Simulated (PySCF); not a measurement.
C$_{6}$H$_{5}$Cl, charge -1, doublet (typed; the unrestricted solution is spin-contaminated), at the geometry of the source list (a state made from the parent by changing its charge; the spin is typed, not shown lowest) (in this run its highest filled SCF level lies above zero, so its values depend strongly on the basis, on diffuse functions most of all). Base run: PySCF with MP2/STO-3G.

The PySCF input:
```python
from pyscf import gto, scf, mp

mol = gto.Mole()
mol.atom = '''
    Cl    3.040500    0.221900   -0.001600
    C     1.318700    0.096200   -0.000700
    C     0.548900    1.248000    0.012600
    C    -0.830800    1.140800    0.013200
    C    -1.435200   -0.104700    0.000700
    C    -0.656400   -1.249400   -0.012500
    C     0.724200   -1.155100   -0.013200
    H     1.024200    2.216600    0.022300
    H    -1.434100    2.035700    0.023500
    H    -2.511900   -0.183300    0.001300
    H    -1.123400   -2.222400   -0.022200
    H     1.335100   -2.044400   -0.023500
'''
mol.basis = 'sto-3g'
mol.charge = -1
mol.spin = 1
mol.verbose = 4
mol.build()

mf = scf.UHF(mol)
mf.kernel()

pt = mp.MP2(mf, frozen=11)
pt.kernel()
print('E(MP2) = %.10f' % pt.e_tot)
mf.analyze()
```

Each row names what was changed in the base input (with any setting that the change needs).

| change | basis functions | E (Eh) | MP2 correlation (Eh) | SCF-reference HOMO (eV) | core-seconds (rough) |
|---|---|---|---|---|---|
| base | 44 | -682.00227 | -0.31172 | 4.28 | 1 |
| basis = 3-21G | 77 | -686.58448 | -0.54960 | 1.55 | 3 |
| basis = pcseg-0 | 77 | -688.87661 | -0.55788 | 1.30 | 3 |
| basis = 6-31G | 77 | -689.94884 | -0.54437 | 1.50 | 5 |
| basis = 6-31G* | 112 | -690.38083 | -0.87552 | 1.51 | 10 |
| basis = def2-SV(P) | 112 | -690.08122 | -0.87742 | 1.27 | 10 |
| basis = pc-1 | 127 | -690.38430 | -0.91846 | 1.09 | 20 |
| basis = pcseg-1 | 127 | -690.35910 | -0.91614 | 1.09 | 20 |
| basis = def2-SVP | 127 | -690.13266 | -0.91369 | 1.27 | 20 |
| basis = cc-pVDZ | 127 | -690.47533 | -0.91992 | 1.29 | 20 |
| basis = 6-31G** | 127 | -690.42313 | -0.90785 | 1.50 | 20 |
| basis = cc-pV(D+d)Z | 132 | -690.48052 | -0.92296 | 1.30 | 20 |
| basis = 6-31+G* | 140 | -690.42565 | -0.89333 | 1.16 | 20 |

Totals compare only among sets that treat the same electrons; sets with core potentials leave the core out.

Open shells are given as the SCF converged; they aren't shown to be the lowest states, and a large step between rows can be another state.
